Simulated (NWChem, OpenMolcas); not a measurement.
# How basis sets differ on GeHF (SMILES [F][GeH])

The species is GeHF (3 atoms), meant as a singlet with charge 0. As SMILES, `[F][GeH]`. The shape is that of a PBE0-D4/def2-TZVP optimisation.

```csv
atom,x (Å),y (Å),z (Å)
F,0.0000,0.0000,0.0000
Ge,0.0000,0.0000,1.7566
H,1.6052,0.0000,1.8743
```

Quantity: the HOMO–LUMO gap, in eV. The values are calculated.

```json
{"level": "HF/ANO-R0 (sfX2C)", "kind": "Hartree–Fock", "program": "OpenMolcas", "value (eV)": "9.86"}
{"level": "HF/STO-3G", "kind": "Hartree–Fock", "program": "NWChem", "value (eV)": "11.36"}
{"level": "HF/3-21G", "kind": "Hartree–Fock", "program": "NWChem", "value (eV)": "9.90"}
{"level": "HF/cc-pVDZ/cc-pVDZ-PP (core potential)", "kind": "Hartree–Fock", "program": "NWChem", "value (eV)": "10.16"}
```

All-electron rows without a relativistic Hamiltonian named are non-relativistic, while core potentials hold scalar relativity, so basis and relativity change together. The values span 9.86 to 11.36 eV. A Hartree–Fock LUMO above zero doesn't converge with the basis: it sinks as sets grow more diffuse. Orbital gaps aren't excitation energies.
